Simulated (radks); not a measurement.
The niobium ion Nb7+, configuration [Ar] 3d10 4s2 4p4. Method: non-relativistic Kohn-Sham, LDA (Slater exchange, Perdew-Wang correlation), spin-unpolarised, spherical densities, point nucleus; relativity is left out, which matters for an element this heavy; computed with a radial shooting solver on a logarithmic mesh with Libxc functionals.

Radial electron density D(r) = 4 pi r^2 rho(r):

```
   r/bohr * D(r) (the largest magnitude, 62.5, reaches the edge; | marks zero)
 0.001585 |*
 0.001802 |*
 0.002048 | *
 0.002327 | *
 0.002645 |  *
 0.003006 |   *
 0.003389 |    *
 0.003852 |     *
 0.004378 |      *
 0.004976 |        *
 0.005656 |          *
 0.006428 |            *
 0.007306 |               *
 0.008303 |                 *
 0.009437 |                     *
  0.01073 |                        *
  0.01219 |                            *
  0.01385 |                                *
  0.01575 |                                   *
   0.0179 |                                       *
  0.02034 |                                         *
  0.02312 |                                           *
  0.02607 |                                            *
  0.02963 |                                           *
  0.03367 |                                          *
  0.03827 |                                        *
  0.04349 |                                      *
  0.04943 |                                     *
  0.05618 |                                     *
  0.06386 |                                       *
  0.07258 |                                          *
  0.08249 |                                              *
  0.09375 |                                                   *
   0.1066 |                                                      *
   0.1211 |                                                      *
   0.1376 |                                                   *
   0.1564 |                                              *
   0.1778 |                                        *
   0.2005 |                                   *
   0.2278 |                                 *
    0.259 |                                  *
   0.2943 |                                     *
   0.3345 |                                        *
   0.3802 |                                        *
   0.4321 |                                    *
   0.4911 |                              *
   0.5582 |                      *
   0.6344 |               *
    0.721 |          *
   0.8195 |       *
   0.9314 |       *
    1.059 |      *
    1.203 |     *
    1.367 |   *
    1.542 |  *
    1.752 |*
    1.991 |*
    2.263 *
    2.572 *
    2.924 *
    3.323 *
    3.777 *
```

D(r) has 3 maxima, at r = 0.0267, 0.115, 0.357 bohr, and minima at 0.0527, 0.232 bohr, inside which lie 2.04, 11.15 electrons.
